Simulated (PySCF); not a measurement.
# C₆ coefficients of unlike pairs at PBE

Calculated with PySCF 2.14 from the dipole response of each species, C₆(A,B) = (3/π) ∫ α_A(iu) α_B(iu) du, in atomic units, from isotropic polarisabilities. For ions this is the dispersion term alone; charge-induced terms of lower order in 1/R come first.

```tsv
species	configuration	basis	relativity	α (bohr³)	C₆ (like pair)
P(2+)	[Ne] 3s2 3p1 (2P)	aug-cc-pV(D+d)Z (5s4p3d)	none	9.189	33.01
In	[Kr] 4d10 5s2 5p1 (2P)	def2-QZVPPD with the def2 core potential (28 electrons) (8s6p5d4f1g)	core potential	79.34	812.6
Si(2+)	[Ne] 3s2 (1S)	aug-cc-pV(T+d)Z (6s5p4d2f)	none	11.65	39.85
Ir(3+)	[Xe] 4f14 5d6 (5D)	aug-cc-pwCVTZ-PP with ECP60MDF (8s8p7d4f3g)	core potential	6.917	38.52
```

(1) Estimate C₆ for Ir(3+) with P(2+).

No spin-orbit coupling is included.

The other pairs:

```json
{"pair": "Ir(3+), Si(2+)", "C₆": "34.63"}
{"pair": "Si(2+), In", "C₆": "171.9"}
{"pair": "In, P(2+)", "C₆": "150.2"}
{"pair": "Si(2+), P(2+)", "C₆": "35.94"}
{"pair": "Ir(3+), In", "C₆": "137.6"}
```

Results:

(1) The integral gives 33.16. The combination rule 2 C_A C_B / (C_A α_B/α_A + C_B α_A/α_B) gives 33.45 and the geometric mean 35.66.
